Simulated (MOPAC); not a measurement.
A run for MOPAC: PM3 on CH2BrN (a complex), monomers drawn apart or pushed together.

```
PM3 1SCF PRECISE CHARGE=0 THREADS=1
CH2BrN

C     -0.43984196 1    -0.08430315 1    -0.45793347 1
N     -0.26343036 1    -0.21408534 1     0.66507120 1
H     -0.60444194 1     0.03680709 1    -1.50541032 1
Br     0.24976755 1    -0.59134972 1     3.92473434 1
H      0.02781307 1    -0.42774419 1     2.51604813 1
```

The log:

```
*******************************************************************************
 **                                                                           **
 **                              MOPAC v23.2.5                                **
 **                                                                           **
 *******************************************************************************
 ** MOPAC's Digital Object Identifier: https://doi.org/10.5281/zenodo.6511958 **
 **                                                                           **
 ** Please cite the open-source release paper for use of this MOPAC version:  **
 ** J. E. Moussa and J. J. P. Stewart (2026)                                  **
 ** MOPAC: An open-source semiempirical molecular orbital program             **
 ** J. Open Source Softw., 11(119), 8025, https://doi.org/10.21105/joss.08025 **
 *******************************************************************************

                              PM3 CALCULATION RESULTS

 *******************************************************************************
 *  PM3        - The PM3 Hamiltonian to be used
 *
 *
 *
 *                 CHARGE ON SYSTEM = 0
 *
 *
 *
 *  PRECISE    - TIGHTER CRITERIA TO BE USED
 *  1SCF       - DO 1 SCF AND THEN STOP
 *  THREADS=1  - MULTI-THREADING NOT USED
 *  T=         - A TIME OF 172800.0 SECONDS REQUESTED
 *  DUMP=N     - RESTART FILE WRITTEN EVERY 7200.0 SECONDS REQUESTED
 *******************************************************************************
PM3 1SCF PRECISE CHARGE=0 THREADS=1
 CH2BrN

   ATOM   CHEMICAL          X               Y               Z
  NUMBER   SYMBOL      (ANGSTROMS)     (ANGSTROMS)     (ANGSTROMS)

     1       C         -0.43984196  *  -0.08430315  *  -0.45793347  *
     2       N         -0.26343036  *  -0.21408534  *   0.66507120  *
     3       H         -0.60444194  *   0.03680709  *  -1.50541032  *
     4      Br          0.24976755  *  -0.59134972  *   3.92473434  *
     5       H          0.02781307  *  -0.42774419  *   2.51604813  *



          CARTESIAN COORDINATES

    NO.       ATOM           X           Y           Z

     1         C         -0.4398     -0.0843     -0.4579
     2         N         -0.2634     -0.2141      0.6651
     3         H         -0.6044      0.0368     -1.5054
     4        Br          0.2498     -0.5913      3.9247
     5         H          0.0278     -0.4277      2.5160

  H: (PM3): J. J. P. STEWART, J. COMP. CHEM. 10, 209 (1989).
  C: (PM3): J. J. P. STEWART, J. COMP. CHEM. 10, 209 (1989).
  N: (PM3): J. J. P. STEWART, J. COMP. CHEM. 10, 209 (1989).
 Br: (PM3): J. J. P. STEWART, J. COMP. CHEM. 10, 209 (1989).

           Empirical Formula: C H2 N Br  =     5 atoms



      MOLECULAR POINT GROUP   :   C*v


      RHF CALCULATION, NO. OF DOUBLY OCCUPIED LEVELS = 9


 -------------------------------------------------------------------------------
 PM3 1SCF PRECISE CHARGE=0 THREADS=1
 CH2BrN



     1SCF WAS SPECIFIED, SO BFGS WAS NOT USED
     SCF FIELD WAS ACHIEVED


                              PM3 CALCULATION
                                                       MOPAC v23.2.5 Linux




          FINAL HEAT OF FORMATION =         31.85660 KCAL/MOL =     133.28803 KJ/MOL


          COSMO AREA              =        108.39 SQUARE ANGSTROMS
          COSMO VOLUME            =         87.04 CUBIC ANGSTROMS

          IONIZATION POTENTIAL    =         11.599720 EV
          HOMO LUMO ENERGIES (EV) =        -11.600  0.823
          NO. OF FILLED LEVELS    =          9
          MOLECULAR WEIGHT        =        107.9375         POINT GROUP:  C*v

          MOLECULAR DIMENSIONS (Angstroms)

            Atom       Atom       Distance
           Br     4    H     3     5.53270
            H     5    H     3     0.00073
            H     3    N     2     0.00028


          SCF CALCULATIONS        =          1





   ATOM   CHEMICAL          X               Y               Z
  NUMBER   SYMBOL      (ANGSTROMS)     (ANGSTROMS)     (ANGSTROMS)

     1       C         -0.43984196  *  -0.08430315  *  -0.45793347  *
     2       N         -0.26343036  *  -0.21408534  *   0.66507120  *
     3       H         -0.60444194  *   0.03680709  *  -1.50541032  *
     4      Br          0.24976755  *  -0.59134972  *   3.92473434  *
     5       H          0.02781307  *  -0.42774419  *   2.51604813  *

                             CARTESIAN COORDINATES

   1    C       -0.439841960    -0.084303150    -0.457933470
   2    N       -0.263430360    -0.214085340     0.665071200
   3    H       -0.604441940     0.036807090    -1.505410320
   4   Br        0.249767550    -0.591349720     3.924734340
   5    H        0.027813070    -0.427744190     2.516048130


           Empirical Formula: C H2 N Br  =     5 atoms



      MOLECULAR POINT GROUP   :   C*v


                  EIGENVALUES
 -32.27999 -20.52361 -19.91565 -15.62767 -14.14252 -14.14252 -12.65200 -11.59972
 -11.59972   0.82300   0.82300   0.92474   1.66463   5.84295


              NET ATOMIC CHARGES AND DIPOLE CONTRIBUTIONS

  ATOM NO.   TYPE          CHARGE      No. of ELECS.   s-Pop       p-Pop
    1          C          -0.112414        4.1124     1.27764     2.83477
    2          N          -0.060322        5.0603     1.70492     3.35540
    3          H           0.230913        0.7691     0.76909
    4         Br          -0.260075        7.2601     1.87734     5.38274
    5          H           0.201897        0.7981     0.79810
 DIPOLE           X         Y         Z       TOTAL
 POINT-CHG.    -0.642     0.472    -4.078     4.155
 HYBRID        -0.220     0.162    -1.402     1.428
 SUM           -0.862     0.634    -5.480     5.583


          ATOMIC ORBITAL ELECTRON POPULATIONS

     Atom    s        px        py        pz
    1  C   1.27764   0.93044   0.92993   0.97440
    2  N   1.70492   1.07409   1.07252   1.20879
    3  H   0.76909
    4 Br   1.87734   1.98524   1.99198   1.40552
    5  H   0.79810

 **********************
 *                    *
 * JOB ENDED NORMALLY *
 *                    *
 **********************




 == MOPAC DONE ==
```

The run finished.

Cost: very roughly 0.05 core-seconds.
